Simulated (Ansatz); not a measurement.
Total energies of B(OCMe2)Cl3 (C3H6BCl3O) from Ansatz at PBE0-D4/def2-TZVP, gas phase (1 Eh = 27.2114 eV = 2625.5 kJ/mol). The reference geometry is relaxed at B3LYP-D4/def2-SVP.

```json
{"state": "charge 0 singlet", "geometry": "reference", "energy (Eh)": "-1598.16846"}
{"state": "charge 1 doublet", "geometry": "reference", "energy (Eh)": "-1597.80773"}
{"state": "charge 1 doublet", "geometry": "relaxed at B3LYP-D4/def2-SVP", "energy (Eh)": "-1597.81657"}
{"state": "free B atom (doublet)", "geometry": "–", "energy (Eh)": "-24.61828"}
{"state": "free O atom (triplet)", "geometry": "–", "energy (Eh)": "-75.01860"}
{"state": "free C atom (triplet)", "geometry": "–", "energy (Eh)": "-37.80537"}
{"state": "free H atom (doublet)", "geometry": "–", "energy (Eh)": "-0.50104"}
{"state": "free Cl atom (doublet)", "geometry": "–", "energy (Eh)": "-459.99739"}
```

Task: Work out the vertical ionisation energy to the doublet.

Result: E(charge 1 doublet) − E(charge 0 singlet) = -1597.80773 − (-1598.16846) = 0.36073 Eh = 9.82 eV. For comparison, −ε of the highest occupied level is 7.80 eV at this level, 2.02 eV less.

Task: How much does the charge 1 doublet relax, and what is the adiabatic ionisation energy?

Result: Relaxation: -1597.80773 − (-1597.81657) = 0.00884 Eh = 0.24 eV. Adiabatic ionisation energy: 0.35189 Eh = 9.58 eV, without zero-point energy. 

Task: What is the binding energy per atom against free atoms?

Result: Atoms: 1 × (-24.61828) + 1 × (-75.01860) + 3 × (-37.80537) + 6 × (-0.50104) + 3 × (-459.99739) = -1596.05140 Eh. Binding: -1596.05140 − (-1598.16846) = 2.11706 Eh = 57.61 eV, or 4.11 eV for each of 14 atoms (no zero-point energy, no counterpoise term).
